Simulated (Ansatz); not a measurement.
Energy needed to pull apart AsNH4 (SMILES N[AsH2]), singlet, into free ground-state atoms, from the structure below (displaced at random from a GFN2-xTB minimum); no zero-point or spin–orbit terms; open-shell atoms are treated unrestricted, in their ground-state multiplicity.

```csv
atom,x (Å),y (Å),z (Å)
N1,-0.2545,-0.8713,-0.0362
As2,-0.5641,0.8960,-0.0574
H3,0.7321,-1.2090,0.0446
H4,-0.7737,-1.3503,0.6565
H5,0.2386,1.1889,-1.3488
H6,0.6799,1.3550,0.7314
```

Computed with Ansatz 0.2.0 (basis: def2-TZVPP); correlated methods freeze the cores. Filled d shells of the heavier atoms are correlated. The def2 sets are not built for correlating such inner shells, so the correlated values are less sure here. B3LYP uses VWN-RPA correlation.

```tsv
method	atomization energy (kJ/mol)
PBE-D4	1667
r2SCAN-D4	1626
PBE0-D4	1623
B3LYP-D4	1662
CAM-B3LYP-D4	?
wB97M-V	1647
HF	1025
MP2	1564
CCSD	?
CCSD(T)	1584
```

(1) What does CCSD give? (Judge from chemistry; the value comes from the calculation.)

(2) What does CAM-B3LYP-D4 give? (An estimate is asked for; the value comes from the calculation.)

T1 diagnostic: at most 0.011.

## Answers

(1) The calculation gives: 1558 kJ/mol, which is about 26 kJ/mol less than CCSD(T)/def2-TZVPP.

(2) Computed: 1662 kJ/mol, which is about 78 kJ/mol more than CCSD(T)/def2-TZVPP.

In triple zeta the MP2 and coupled-cluster atomization energies are still short of their basis limit by a few kcal/mol a bond, whereas those of the functionals are nearly converged, so these differences are not deviations from converged CCSD(T).

For scale, one of the runs: CCSD(T)/def2-TZVPP forces, 135 basis functions (an equivalent command: `ansatz run in.yaml --threads 4`). Time: 23 s of wall clock on 4 CPU threads; the host was shared. Peak host memory: 1.4 GiB.
